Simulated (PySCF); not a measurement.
**Manganese: a sound run and one with changed settings**

Sound run: Mn⁺ [Ar] 3d5 4s1, Mn²⁺ [Ar] 3d5. Computed with PySCF 2.14 in x2c-TZVPall (6s5p4d1f, 48 functions), with scalar relativity by spin-free X2C-1e. In the sound run the correlated levels freeze [Ar]. The sound run starts from symmetry-adapted Hartree-Fock orbitals and uses a fine grid where one is needed.

Changed run: no relativity, point nucleus. This setting is unsound on purpose.

```tsv
species	method	sound run (hartree)	changed run (hartree)	converged
Mn⁺	UHF	-1157.15293	-1147.26149	yes
Mn⁺	BP86	-1158.42971	-1148.54381	yes
Mn⁺	r2SCAN	-1158.24770	-1148.36057	yes
Mn⁺	MP2	-1157.22085	-1147.32833	yes
Mn²⁺	UHF	-1156.60697	-1146.72355	yes
Mn²⁺	BP86	-1157.82850	-1147.95248	yes
Mn²⁺	r2SCAN	-1157.65464	-1147.77751	yes
Mn²⁺	MP2	-1156.66197	-1146.77803	yes
```

Ionisation energy of Mn⁺:

```json
{"method": "UHF", "sound run (eV)": "14.856", "changed run (eV)": "14.638"}
{"method": "BP86", "sound run (eV)": "16.360", "changed run (eV)": "16.091"}
{"method": "r2SCAN", "sound run (eV)": "16.138", "changed run (eV)": "15.866"}
{"method": "MP2", "sound run (eV)": "15.208", "changed run (eV)": "14.975"}
{"method": "SCS-MP2", "sound run (eV)": "14.973", "changed run (eV)": "14.750"}
```

Most of the change in total energy is the relativistic energy itself. On top of that the contraction fixes the core shape for the Hamiltonian it was made with, so the changed run is not a good calculation with the other Hamiltonian either.

For comparison, NIST gives 15.640 eV between the lowest levels.
